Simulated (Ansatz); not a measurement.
`[SiH3]P` + `O[SiH2]F` → `F[SiH2]OP` + SiH₄  (cleavage of the P–Si bond)

Isolated molecules relaxed with PBE0-D4/def2-TZVP in Ansatz; ΔE leaves out vibrations. CCSD(T)/CBS is the MP2 limit (def2-TZVPP, def2-QZVPP) plus CCSD(T) − MP2 in def2-TZVPP, frozen cores. This one scheme is used for every species. DFT in def2-TZVPP. Each species was taken in one conformer, which may not be the lowest.

| level | ΔE (kJ/mol) | difference from CCSD(T)/CBS |
| --- | --- | --- |
| PBE-D4 | 46.4 | 11.5 |
| PBE0-D4 | 44.7 | 9.8 |
| BHLYP-D4 | 22.8 | -12.1 |
| PBE-QIDH | 40.4 | 5.5 |
| r2SCANh | 40.6 | 5.7 |
| r2SCAN0 | 40.3 | 5.4 |
| HF/def2-SVP | 20.9 | -14.0 |
| MP2/def2-SVP | 35.9 | 1.0 |
| SCS-MP2/def2-QZVPP | 26.4 | -8.5 |
| CCSD/CBS(def2) | 32.3 | -2.6 |
| CCSD(T)/CBS | 34.9 | 0 |

Largest T1 diagnostic among the species: 0.013.

In def2-TZVPP, CCSD(T) changes the Hartree–Fock value by +21.0 kJ/mol (the triples alone add +2.6 kJ/mol) and MP2 by +22.7 kJ/mol. Leaving LDA and LC-ωPBE aside and taking each functional with its dispersion term where it has one, the values spread over 23.6 kJ/mol, from BHLYP-D4 to PBE-D4. From BLYP to BHLYP (50 % exact exchange), in def2-TZVPP and without D4, ΔE moves by −5.7 kJ/mol.
